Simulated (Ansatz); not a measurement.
One change: `OC(F)[SiH2]Br` becomes `OC(F)[O][GeH3]`.

Ansatz, PBE0-D4/def2-TZVP geometries, multiplicity 1. Each molecule was computed in one conformer, which needn't be the lowest.

Scalar relativity is left out up to krypton. Spin–orbit coupling is left out; it splits and shifts lone-pair levels of the heavy atoms by tenths of an eV.

| property | `OC(F)[SiH2]Br` |
| --- | --- |
| HOMO–LUMO gap (ωB97M-V/def2-TZVPP) / eV | 12.23 |
| size of the dipole moment (PBE/def2-TZVPP) / D | 1.47 |
| HOMO energy (ωB97M-V/def2-TZVPP) / eV | -10.59 |
| LUMO energy (PBE0/def2-TZVPP) / eV | -0.21 |
| HOMO energy (PBE0/def2-TZVPP) / eV | -8.36 |
| size of the dipole moment (B3LYP/def2-TZVPP) / D | 1.43 |

Question: What does the change do to each property? (Best estimate.)

Answer: The calculation gave: 
```csv
property,`OC(F)[O][GeH3]`,shift
HOMO–LUMO gap (ωB97M-V/def2-TZVPP) / eV,13.37,1.14
size of the dipole moment (PBE/def2-TZVPP) / D,1.25,-0.22
HOMO energy (ωB97M-V/def2-TZVPP) / eV,-11.18,-0.59
LUMO energy (PBE0/def2-TZVPP) / eV,0.39,0.60
HOMO energy (PBE0/def2-TZVPP) / eV,-8.84,-0.48
size of the dipole moment (B3LYP/def2-TZVPP) / D,1.29,-0.14
```

With PBE0 the HOMO falls by 0.48 eV and the LUMO rises by 0.60 eV, so the gap widens by about 1.08 eV. PBE moves the HOMO by -0.29 eV and ωB97M-V by -0.59 eV. Dipoles are sizes alone; their direction can turn.

B3LYP here is the variant with VWN-RPA as its local correlation; programs differ in this.
